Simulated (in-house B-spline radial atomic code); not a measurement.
## Ionising the scandium ion Sc²⁺ with different functionals

Computed with a radial B-spline atomic code at the basis-set limit: scalar-relativistic (spin-free X2C) Hamiltonian, Fermi nucleus of rms radius 3.5459 fm, spin-polarised at highest spin, spherical fractional occupations for the functionals, and exact exchange of hybrids averaged over the configuration. The ionisation energy is the difference of two self-consistent energies, [Ar] 3d1 → [Ne] 3s2 3p6, without Breit or QED terms; ε is the level of the shell that loses the electron (its least bound occupied spin orbital).

```
   method                    rung  ΔSCF (eV)  -ε(3d) (eV)
     PBE0           global hybrid      25.00        20.07
    B3LYP           global hybrid      25.16        19.83
    TPSSh           global hybrid      24.83        18.79
BHandHLYP           global hybrid      24.91        21.80
  r2SCAN0           global hybrid          ?            ?
    B97-1           global hybrid          ?            ?
    HSE06  range-separated hybrid      25.00        19.65
    wB97X  range-separated hybrid      24.74        22.41
CAM-B3LYP  range-separated hybrid      25.17        21.69
  LC-wPBE  range-separated hybrid      25.14        23.07
```

Problem. What does r2SCAN0 give?

Solution. ΔSCF 24.61 eV, and -ε(3d) = 19.82 eV.

Problem. What does B97-1 give?

Solution. ΔSCF 24.90 eV, and -ε(3d) = 19.61 eV.

Problem. Among the functionals, which spreads more, the ΔSCF values or the orbital energies?

Solution. The orbital energies: ΔSCF values span about 0.56 eV and the orbital energies 4.28 eV; here energy differences depend much less on the functional than eigenvalues do.

Problem. How do they compare with the NIST value?

Solution. NIST lists 24.757 eV (measured, ground level to ground level). Errors run from -0.14 to +0.42 eV; wB97X is closest (-0.02 eV), but part of that can be cancellation, since the calculations leave out spin-orbit coupling, Breit-QED terms, multiplet and fine-structure energies.
